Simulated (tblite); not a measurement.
C5H11FNPSi2.
InChI=1S/C5H11FNPSi2/c1-8(7-10)3-4(6)2-5(8)9/h2-3H,1,9-10H3/t8-/m0/s1

All values are computed: GFN2-xTB (tblite) harmonic vibrations without scaling, gas phase. This tight-binding method is rough: wavenumbers can miss measured ones by several per cent, in bad cases by 10 to 20. Modes of hydrogen on silicon can be 10 to 20 % off.

Harmonic wavenumbers (cm⁻¹): 29.4, 56.0, 64.9, 68.2, 99.2, 106.4, 117.4, 161.2, 168.4, 225.1, 256.5, 313.3, 359.4, 388.0, 403.8, 452.4, 522.9, 560.6, 566.8, 572.7, 588.4, 626.3, 698.1, 731.9, 753.3, 761.4, 765.7, 767.4, 771.6, 780.4, 802.8, 809.4, 818.8, 847.9, 863.5, 929.4, 1008.6, 1064.4, 1166.9, 1237.6, 1286.6, 1289.9, 1413.2, 1425.3, 1556.2, 1626.1, 2152.2, 2193.8, 2225.7, 2263.7, 2286.6, 2321.6, 2992.6, 2997.6, 3010.5, 3093.2, 3122.4.

A = 917.1, B = 671.8, C = 472.7 MHz; mass 191.015 u (most abundant isotopes); point group C1, symmetry number 1.

Task: What is the zero-point energy?

Result: Half the sum of the wavenumbers: 29772 cm⁻¹ = 356.15 kJ/mol.

Task: Entropy at 200 K, 1 bar (ideal gas, RRHO, classical rotation)?

Result: Translation 166.06, rotation 126.31, vibration 140.43: S = 432.8 J/(mol K).

Task: And Cp and H(200 K) − H(0)?

Result: Cp = 168.89 J/(mol K), of which vibrations give 135.63 (their classical limit is 57 R = 473.9); H(200 K) − H(0) = 21.14 kJ/mol without the zero-point energy, 14.49 from vibrations.

Task: Which modes carry the vibrational entropy at 200 K?

Result: 29.4 cm⁻¹: 21.25; 56.0 cm⁻¹: 15.93; 64.9 cm⁻¹: 14.72; 68.2 cm⁻¹: 14.32; 99.2 cm⁻¹: 11.29; 106.4 cm⁻¹: 10.74 J/(mol K); the other 51 give 52.18 together.

Task: How do the functions run with temperature in this model?

Result: 
```
 T (K)  S (J/(mol K))  Cp (J/(mol K))  H − H(0) (kJ/mol)  G − H(0) (kJ/mol)  ln q(vib)
    50          275.4            76.3               2.60             -11.18       1.26
   100          339.2           109.2               7.29             -26.63       3.64
298.15          511.3           226.5              40.61            -111.82      12.35
373.15          566.2           263.1              59.02            -152.25      15.41
   500          650.2           311.0              95.59            -229.51      20.38
   750          789.1           372.9             181.73            -410.06      29.31
  1000          902.0           411.5             280.14            -621.90      37.19
```

q(vib) and H(0) count from the zero-point level.

Task: What must be added to the electronic energy to get the Gibbs energy at 200 K and 1 bar?

Result: ZPE + [H(200 K) − H(0)] − T·S = 356.15 + 21.14 − 86.56 = 290.73 kJ/mol.

Task: Blend soft modes into free rotors: weight 1/[1 + (100 cm⁻¹/ν̃)⁴] for the oscillator and the rest for a rotor with moment μB/(μ + B), μ = h/(8π²ν), B = 10⁻⁴⁴ kg m². What vibrational entropy results?

Result: 126.87 J/(mol K) in place of 140.43, which changes −T·S at 200 K by +2.71 kJ/mol.

Hindered rotation and anharmonicity are outside this model. The structure is chiral; the term R ln 2 for an equal mix with its mirror image is left out.
